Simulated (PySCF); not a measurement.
**C₆ coefficients of unlike pairs at PBE0**

Calculated with PySCF 2.14 from the dipole response of each species, C₆(A,B) = (3/π) ∫ α_A(iu) α_B(iu) du, in atomic units, from isotropic polarisabilities. For ions this is the dispersion term alone; charge-induced terms of lower order in 1/R come first.

```csv
species,configuration,basis,relativity,α (bohr³),C₆ (like pair)
Pd,[Kr] 4d10 (1S),"aug-cc-pVTZ-PP with one added diffuse shell each of s, p, d, f, g type with ECP28MDF (7s7p6d4f3g)",core potential,26.97,194.3
S,[Ne] 3s2 3p4 (3P),aug-cc-pV(D+d)Z (5s4p3d),none,18.43,127.6
Sn⁺,[Kr] 4d10 5s2 5p1 (2P),def2-QZVPPD with the def2 core potential (28 electrons) (8s6p5d4f1g),core potential,27.26,211.3
Co⁺,[Ar] 3d8 (3F),"aug-cc-pVTZ with one added diffuse shell each of s, p, d, f, g type (9s8p6d4f3g)",none,8.999,31.57
```

(1) Estimate C₆ for Sn⁺ with Pd.

No spin-orbit coupling is included.

The other pairs:

| pair | C₆ |
| --- | --- |
| S, Pd | 156.0 |
| Co⁺, Pd | 77.43 |
| Sn⁺, S | 162.9 |
| Co⁺, S | 62.29 |
| Co⁺, Sn⁺ | 80.02 |

Results:

(1) The integral gives 202.0. The combination rule 2 C_A C_B / (C_A α_B/α_A + C_B α_A/α_B) gives 202.5 and the geometric mean 202.6.
